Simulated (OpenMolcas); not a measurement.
**OpenMolcas run: Mo2+**

Input:

```
&GATEWAY
Coord
1

Mo 0.0 0.0 0.0
Basis=ANO-R3
Group=XYZ
NoMove
AngMom=0.0 0.0 0.0
AMFI
&SEWARD
* reference wave functions (RASSCF and RASSI steps not shown): 4 electrons in 6 orbitals (4d 5s)
>>> COPY JOB001 $Project.JobIph
&CASPT2
Multistate=15 1 2 3 4 5 6 7 8 9 10 11 12 13 14 15
Frozen=8 6
IPEA=0.25
Imaginary=0.1
MaxIter=60
WThr=0.0 0.3 0.05
PrWF=0.5
NoMix
>>> COPY JOB002 $Project.JobIph
&CASPT2
Multistate=95 1 2 3 4 5 6 7 8 9 10 11 12 13 14 15 16 17 18 19 20 21 22
23 24 25 26 27 28 29 30 31 32 33 34 35 36 37 38 39 40 41 42 43 44 45 46
47 48 49 50 51 52 53 54 55 56 57 58 59 60 61 62 63 64 65 66 67 68 69 70
71 72 73 74 75 76 77 78 79 80 81 82 83 84 85 86 87 88 89 90 91 92 93 94
95
NoMult
Frozen=8 6
IPEA=0.25
Imaginary=0.1
MaxIter=60
WThr=0.0 0.3 0.05
PrWF=0.5
NoMix
>>> COPY JOB003 $Project.JobIph
&CASPT2
Multistate=90 1 2 3 4 5 6 7 8 9 10 11 12 13 14 15 16 17 18 19 20 21 22
23 24 25 26 27 28 29 30 31 32 33 34 35 36 37 38 39 40 41 42 43 44 45 46
47 48 49 50 51 52 53 54 55 56 57 58 59 60 61 62 63 64 65 66 67 68 69 70
71 72 73 74 75 76 77 78 79 80 81 82 83 84 85 86 87 88 89 90
NoMult
Frozen=8 6
IPEA=0.25
Imaginary=0.1
MaxIter=60
WThr=0.0 0.3 0.05
PrWF=0.5
NoMix
```

Output, cut to the results:

```
--- CASPT2 ---
Orbital specifications:
      -----------------------

      Symmetry species                           1   2
                                                ag  au
      Frozen orbitals                            8   6
      Inactive orbitals                          1   3
      Active orbitals                            6   0
      Secondary orbitals                        36  41
      Deleted orbitals                           0   0
      Number of basis functions                 51  50
Type of calculation                        MS-CASPT2
      Fock operator                              state-specific
      IPEA shift                                 0.25
      Real shift                                 0.00
      Imaginary shift                            0.10
      The input orbitals will be transformed to quasi-canonical
Reference energy:       -4045.4419336385
      E2 (Non-variational):      -0.3685434777
      Shift correction:          -0.0001979024
      E2 (Variational):          -0.3687413800
      Total energy:           -4045.8106750186
      Residual norm:              0.0000000965
      Reference weight:           0.93382
      Contributions to the CASPT2 correlation energy
      Active & Virtual Only:         -0.0441967578
      One Inactive Excited:          -0.1771965353
      Two Inactive Excited:          -0.1471501846
Reference energy:       -4045.4419336385
      E2 (Non-variational):      -0.3685322198
      Shift correction:          -0.0001978881
      E2 (Variational):          -0.3687301079
      Total energy:           -4045.8106637464
      Residual norm:              0.0000000964
      Reference weight:           0.93383
      Contributions to the CASPT2 correlation energy
      Active & Virtual Only:         -0.0441966895
      One Inactive Excited:          -0.1771845915
      Two Inactive Excited:          -0.1471509388
::    CASPT2 Root  1     Total energy:  -4045.81067502
::    CASPT2 Root  2     Total energy:  -4045.81066375
::    CASPT2 Root  3     Total energy:  -4045.81067240
::    CASPT2 Root  4     Total energy:  -4045.81067407
::    CASPT2 Root  5     Total energy:  -4045.81066231
::    CASPT2 Root  6     Total energy:  -4045.66347253
::    CASPT2 Root  7     Total energy:  -4045.66336578
::    CASPT2 Root  8     Total energy:  -4045.66195410
::    CASPT2 Root  9     Total energy:  -4045.66244316
::    CASPT2 Root 10     Total energy:  -4045.66147853
::    CASPT2 Root 11     Total energy:  -4045.66313740
::    CASPT2 Root 12     Total energy:  -4045.66135644
::    CASPT2 Root 13     Total energy:  -4045.61904487
::    CASPT2 Root 14     Total energy:  -4045.61904488
::    CASPT2 Root 15     Total energy:  -4045.61904485
::    MS-CASPT2 Root  1     Total energy:  -4045.81067979
::    MS-CASPT2 Root  2     Total energy:  -4045.81067824
::    MS-CASPT2 Root  3     Total energy:  -4045.81067302
::    MS-CASPT2 Root  4     Total energy:  -4045.81066259
::    MS-CASPT2 Root  5     Total energy:  -4045.81065398
::    MS-CASPT2 Root  6     Total energy:  -4045.66460833
::    MS-CASPT2 Root  7     Total energy:  -4045.66441125
::    MS-CASPT2 Root  8     Total energy:  -4045.66305094
::    MS-CASPT2 Root  9     Total energy:  -4045.66208404
::    MS-CASPT2 Root 10     Total energy:  -4045.66146843
::    MS-CASPT2 Root 11     Total energy:  -4045.66124305
::    MS-CASPT2 Root 12     Total energy:  -4045.66049295
::    MS-CASPT2 Root 13     Total energy:  -4045.61902554
::    MS-CASPT2 Root 14     Total energy:  -4045.61900764
::    MS-CASPT2 Root 15     Total energy:  -4045.61895028
--- CASPT2 ---
Orbital specifications:
      -----------------------

      Symmetry species                           1   2
                                                ag  au
      Frozen orbitals                            8   6
      Inactive orbitals                          1   3
      Active orbitals                            6   0
      Secondary orbitals                        36  41
      Deleted orbitals                           0   0
      Number of basis functions                 51  50
Type of calculation                        SS-CASPT2
      Fock operator                              state-specific
      IPEA shift                                 0.25
      Real shift                                 0.00
      Imaginary shift                            0.10
      The input orbitals will be transformed to quasi-canonical
Reference energy:       -4045.3709317389
      E2 (Non-variational):      -0.3806861689
      Shift correction:          -0.0002663909
      E2 (Variational):          -0.3809525599
      Total energy:           -4045.7518842988
      Residual norm:              0.0000008964
      Reference weight:           0.92831
      Contributions to the CASPT2 correlation energy
      Active & Virtual Only:         -0.0520231610
      One Inactive Excited:          -0.1848172373
      Two Inactive Excited:          -0.1438457707
Reference energy:       -4045.3709317389
      E2 (Non-variational):      -0.3806469065
      Shift correction:          -0.0002665926
      E2 (Variational):          -0.3809134991
      Total energy:           -4045.7518452380
      Residual norm:              0.0000008921
      Reference weight:           0.92831
      Contributions to the CASPT2 correlation energy
      Active & Virtual Only:         -0.0520128039
      One Inactive Excited:          -0.1848065108
      Two Inactive Excited:          -0.1438275918
::    CASPT2 Root  1     Total energy:  -4045.75188430
::    CASPT2 Root  2     Total energy:  -4045.75184524
::    CASPT2 Root  3     Total energy:  -4045.75191630
::    CASPT2 Root  4     Total energy:  -4045.75180455
::    CASPT2 Root  5     Total energy:  -4045.75186750
::    CASPT2 Root  6     Total energy:  -4045.75191341
::    CASPT2 Root  7     Total energy:  -4045.75182763
::    CASPT2 Root  8     Total energy:  -4045.75204509
::    CASPT2 Root  9     Total energy:  -4045.75186072
...
```

Levels above the lowest, from the spin-orbit matrix with the single-state CASPT2 energies, averaged by term, on its diagonal:

```json
{"Configuration": "4d4", "Term": "5D", "J": "0", "E (eV)": "0.0000", "Measured (eV)": "0.0000", "g": "", "Term weight %": "98", "Second": ""}
{"Configuration": "4d4", "Term": "5D", "J": "1", "E (eV)": "0.0307", "Measured (eV)": "0.0300", "g": "1.501", "Term weight %": "99", "Second": ""}
{"Configuration": "4d4", "Term": "5D", "J": "2", "E (eV)": "0.0848", "Measured (eV)": "0.0829", "g": "1.500", "Term weight %": "99", "Second": ""}
{"Configuration": "4d4", "Term": "5D", "J": "3", "E (eV)": "0.1550", "Measured (eV)": "0.1518", "g": "1.499", "Term weight %": "99", "Second": ""}
{"Configuration": "4d4", "Term": "5D", "J": "4", "E (eV)": "0.2367", "Measured (eV)": "0.2321", "g": "1.498", "Term weight %": "99", "Second": ""}
{"Configuration": "4d4", "Term": "3P(1)", "J": "0", "E (eV)": "1.442", "Measured (eV)": "1.3823", "g": "", "Term weight %": "95", "Second": "3 1S(1)"}
{"Configuration": "4d4", "Term": "3P(1)", "J": "1", "E (eV)": "1.598", "Measured (eV)": "1.5511", "g": "1.494", "Term weight %": "98", "Second": ""}
{"Configuration": "4d4", "Term": "3H", "J": "4", "E (eV)": "1.655", "Measured (eV)": "1.5721", "g": "0.844", "Term weight %": "86", "Second": "7 3G"}
{"Configuration": "4d4", "Term": "3H", "J": "5", "E (eV)": "1.728", "Measured (eV)": "1.6460", "g": "1.044", "Term weight %": "94", "Second": "6 3G"}
{"Configuration": "4d4", "Term": "3H", "J": "6", "E (eV)": "1.793", "Measured (eV)": "1.7124", "g": "1.164", "Term weight %": "98", "Second": "2 1I"}
{"Configuration": "4d4", "Term": "3F(1)", "J": "2", "E (eV)": "1.808", "Measured (eV)": "1.7269", "g": "0.679", "Term weight %": "97", "Second": ""}
{"Configuration": "4d4", "Term": "3F(1)", "J": "3", "E (eV)": "1.811", "Measured (eV)": "1.7294", "g": "1.018", "Term weight %": "80", "Second": "20 3G"}
{"Configuration": "4d4", "Term": "3P(1)", "J": "2", "E (eV)": "1.833", "Measured (eV)": "1.7801", "g": "1.488", "Term weight %": "97", "Second": "2 3D"}
{"Configuration": "4d4", "Term": "3F(1)", "J": "4", "E (eV)": "1.854", "Measured (eV)": "1.7725", "g": "1.186", "Term weight %": "78", "Second": "10 3H"}
{"Configuration": "4d4", "Term": "3G", "J": "3", "E (eV)": "2.064", "Measured (eV)": "1.9678", "g": "0.818", "Term weight %": "79", "Second": "20 3F(1)"}
{"Configuration": "4d4", "Term": "3G", "J": "4", "E (eV)": "2.119", "Measured (eV)": "2.0188", "g": "1.067", "Term weight %": "82", "Second": "12 3F(1)"}
{"Configuration": "4d4", "Term": "3G", "J": "5", "E (eV)": "2.170", "Measured (eV)": "2.0723", "g": "1.190", "Term weight %": "94", "Second": "6 3H"}
{"Configuration": "4d4", "Term": "3D", "J": "3", "E (eV)": "2.523", "Measured (eV)": "2.4162", "g": "1.329", "Term weight %": "98", "Second": ""}
{"Configuration": "4d4", "Term": "3D", "J": "2", "E (eV)": "2.535", "Measured (eV)": "2.4272", "g": "1.158", "Term weight %": "91", "Second": "6 1D(1)"}
{"Configuration": "4d4", "Term": "1I", "J": "6", "E (eV)": "2.560", "Measured (eV)": "2.5157", "g": "1.003", "Term weight %": "98", "Second": "2 3H"}
{"Configuration": "4d4", "Term": "3D", "J": "1", "E (eV)": "2.576", "Measured (eV)": "", "g": "0.507", "Term weight %": "99", "Second": ""}
{"Configuration": "4d4", "Term": "1G(1)", "J": "4", "E (eV)": "2.698", "Measured (eV)": "2.5555", "g": "1.006", "Term weight %": "92", "Second": "4 3F(1)"}
{"Configuration": "4d4", "Term": "1S(1)", "J": "0", "E (eV)": "2.975", "Measured (eV)": "2.8504", "g": "", "Term weight %": "97", "Second": "3 3P(1)"}
{"Configuration": "4d4", "Term": "1D(1)", "J": "2", "E (eV)": "2.982", "Measured (eV)": "2.8276", "g": "1.012", "Term weight %": "91", "Second": "6 3D"}
```

Against the 22 measured excited levels shown (Sugar and Musgrove, J. Phys. Chem. Ref. Data 17, 155 (1988)) the mean absolute deviation is 600 cm-1; the largest miss in energy is 4d4 1D2(1): computed 2.982, measured 2.8276 eV (+5.4 %).

CASPT2 breaks the degeneracy within a term, and the mean is taken; among the terms shown or strongly mixed into the levels shown the widest spread is 320 cm-1 (4d4 1I). Terms from blocks run as CI alone lack orbitals of their own. Configurations are named by rounded mean occupations; where the s occupation lies near a half they are strongly mixed, a name can repeat and a true partner stay unpaired. The CASPT2 spread within a term exceeds the gap to the next term for 4d4 1I and 4d4 3D, so the order of their levels is uncertain. Computed and measured levels are paired by configuration, term and J; levels that our copy of the source lacks, or whose pairing is in doubt (as where it misses far off the trend of its configuration), stay unpaired and out of the deviations. Only configurations of the active space appear. The first state left out of the spin-orbit step lies near 98000 cm-1 above the lowest spin-free state of the reference (among the parities and spins computed), and the list stops at four fifths of that energy or lower. The table shows the lowest 24 of 72 levels.

The term weight is that of the spin-free term in the level, not the purity of its configuration. A number in round brackets counts repeated terms of one configuration in the order of the reference energies.
